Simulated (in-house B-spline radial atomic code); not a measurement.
Computed with a B-spline radial atomic code. Model: two electrons, singlet ground state, non-relativistic, full CI in B-splines with partial waves to l = 8 (at full coupling up to 3e-4 hartree above the limit, correlation up to 0.6 % small), density held at that of full coupling by Lieb maximisation.

W(λ) is the mean repulsion in the state of coupling λ less the Hartree energy of the fixed density. Its start is exact exchange, its initial slope is twice the second-order Görling-Levy correlation energy, and its area from 0 to 1 is E_xc. A straight curve means weak, dynamic correlation, and a curve that drops fast and flattens means strong correlation.

Command:
```bash
python run_ac.py task.json out
```
Settings (lengths in bohr, energies in hartree):
```
potential              gauss
strength               14.8
lmax                   8
second                 2.77
```

Cost of the run: 11 s on 1 thread of Intel(R) Xeon(R) Processor @ 2.30GHz, on a shared host.

**W = mean repulsion less Hartree energy, and W of three functionals.**

Given: confinement Gaussian well; well depth 14.8 hartree; well width 2.77 bohr; external potential -V exp(-r^2/w^2).

Computed: PBE exchange minus exact 43.193 millihartree; SCAN exchange minus exact 3.6441 millihartree.

```tsv
coupling	W xc (hartree)	W xc minus exchange (millihartree)	kinetic minus Kohn-Sham (millihartree)	LDA (PW92) W minus its exchange (millihartree)	PBE W minus its exchange (millihartree)	SCAN W minus its exchange (millihartree)
0	-1.0169	0	0	0	0	0
0.02	-1.0189	-1.972	0.02	-12.01	-3.21	-1.9
0.05	-1.0218	-4.896	0.12	-24.59	-7.84	-4.67
0.12	-1.0284	-11.563	0.69	-47.04	-17.96	-10.93
0.25	-1.0403	-23.391	2.87	-78.38	-34.86	-21.92
0.4	?	?	?	?	?	?
0.6	-1.0689	-52.005	14.9	-137.12	-72.57	-48.33
0.8	-1.0834	-66.493	25.02	-162.48	-90.65	-61.76
1	-1.0967	-79.806	36.98	-184.33	-106.91	-74.19
1.4	-1.1203	-103.39	65.15	-220.75	-135.22	-96.52
2	-1.1495	-132.6	114.49	-263.46	-170.01	-124.95
3	-1.1864	-169.56	205.9	-315.86	-214.56	-162.48
4.5	-1.2248	-207.88	347.63	-370.34	-262.54	-203.51
7	?	?	?	?	?	?
10	-1.294	-277.12	818.45	-475.03	-358.04	-281.79
```

(1) What belongs in the row 0.4?

(2) What belongs in the row 7?

(3) What is the LDA exchange minus exact?

**Energy parts, natural occupations and partial-wave weights.**

Computed: total energy -22.9540 hartree; exchange energy -1.0169 hartree; correlation energy -0.042823 hartree; kinetic part of the DFT correlation energy 0.036983 hartree; initial slope twice GL2 -0.099055 hartree; kinetic part over minus potential part 0.46342; Kohn-Sham kinetic 2.4329 hartree.

```
natural  occupation of the shell (electrons)
      s                               1.9838
      p                                    ?
      s                           0.00089442
      d                           0.00053492
      p                           0.00012029
      f                           6.7026e-05
```

(4) What belongs in the row p?

```csv
wave,weight
s,0.99234
p,0.0073342
d,0.00028027
f,?
g,8.3302e-06
```

(5) What belongs in the row f?

(6) What is the Lieb Oxford ratio E_xc over LDA exchange?

(7) What is the Hartree energy?

## Answers

(1) W xc (hartree): -1.0531; W xc minus exchange (millihartree): -36.201; kinetic minus Kohn-Sham (millihartree): 7.02; LDA (PW92) W minus its exchange (millihartree): -106.62; PBE W minus its exchange (millihartree): -52.17; SCAN W minus its exchange (millihartree): -33.74.

(2) W xc (hartree): -1.2647; W xc minus exchange (millihartree): -247.86; kinetic minus Kohn-Sham (millihartree): 573.15; LDA (PW92) W minus its exchange (millihartree): -429.36; PBE W minus its exchange (millihartree): -315.95; SCAN W minus its exchange (millihartree): -248.42.

(3) 147.73 millihartree.

(4) occupation of the shell (electrons): 0.014541.

(5) weight: 3.7074e-05.

(6) 1.2192.

(7) 2.0338 hartree.

Half-way to full coupling W has made 55 % of its drop, against 50 % for a straight line, and second-order (GL2) theory, half the initial slope, overshoots the correlation energy by about 16 %: a moderate bend, as in light atoms. Over couplings 0 to 1 the errors in E_xc come to about +76 millihartree for LDA, +26 millihartree for PBE, +6.6 millihartree for SCAN, so SCAN is nearest. In LDA and PBE the errors of exchange and correlation have opposite signs, so the sum is smaller than the larger of the two.
